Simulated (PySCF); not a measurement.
# Shieldings and the share of exact exchange

Molecule: `C[O+](C)[BH2-]P`, C2H10BOP.

Molfile (atoms numbered from 1):
```
C2H10BOP
     RDKit          3D

 15 14  0  0  0  0  0  0  0  0999 V2000
   -1.6245   -0.7899   -0.1967 C   0  0  0  0  0  0  0  0  0  0  0  0
   -0.5014    0.0440   -0.4554 O   0  0  0  0  0  0  0  0  0  0  0  0
   -0.7960    1.4349   -0.3470 C   0  0  0  0  0  0  0  0  0  0  0  0
    0.8829   -0.4510    0.2960 B   0  0  0  0  0  0  0  0  0  0  0  0
    2.3489    0.4996   -0.6066 P   0  0  0  0  0  0  0  0  0  0  0  0
   -1.9331   -0.6962    0.8571 H   0  0  0  0  0  0  0  0  0  0  0  0
   -1.3132   -1.8193   -0.4004 H   0  0  0  0  0  0  0  0  0  0  0  0
   -2.4459   -0.4948   -0.8652 H   0  0  0  0  0  0  0  0  0  0  0  0
   -1.0899    1.6774    0.6868 H   0  0  0  0  0  0  0  0  0  0  0  0
   -1.6046    1.6801   -1.0499 H   0  0  0  0  0  0  0  0  0  0  0  0
    0.1206    1.9729   -0.6182 H   0  0  0  0  0  0  0  0  0  0  0  0
    0.7347   -0.0817    1.4528 H   0  0  0  0  0  0  0  0  0  0  0  0
    0.8447   -1.6554    0.1376 H   0  0  0  0  0  0  0  0  0  0  0  0
    2.9624   -0.5784   -1.3102 H   0  0  0  0  0  0  0  0  0  0  0  0
    3.2683    0.4762    0.4812 H   0  0  0  0  0  0  0  0  0  0  0  0
  1  2  1  0
  2  3  1  0
  2  4  1  0
  4  5  1  0
  1  6  1  0
  1  7  1  0
  1  8  1  0
  3  9  1  0
  3 10  1  0
  3 11  1  0
  4 12  1  0
  4 13  1  0
  5 14  1  0
  5 15  1  0
M  CHG  2   2   1   4  -1
M  END
```

GIAO shieldings (ppm, equivalent atoms averaged) in PySCF 2.14 on the PBE0-D3(BJ)/def2-SVP geometry, basis pcSseg-1, gas phase, non-relativistic:

```csv
functional,exact exchange (%),σ(C1/C3),σ(O2),σ(B4)
BLYP,0,107.9,299.7,86.3
BP86,0,112.3,305.9,89.9
PBE,0,112.9,304.9,89.8
B3LYP,20,113.1,313.1,91.1
PBE0,25,118.9,320.5,95.5
mPW1PW91,25,118.1,319.9,95.3
HF,100,131.2,352.2,108.4
```

**Question.** Fit each shielding as a line in the percentage of exact exchange.

**Answer.** σ(C1/C3) = 111.4 + 0.20 x (rms 2.1 ppm); σ(O2) = 304.8 + 0.49 x (rms 2.7 ppm); σ(B4) = 88.9 + 0.20 x (rms 1.5 ppm). The functionals also differ in their semilocal parts, which the line can't hold; Hartree–Fock has no correlation at all.

**Question.** What does the line predict for BHandHLYP (50 %), and what does the run give?

**Answer.** σ(C1/C3): 121.4 predicted, 120.0 computed; σ(O2): 329.3 predicted, 329.8 computed; σ(B4): 98.9 predicted, 97.4 computed ppm.
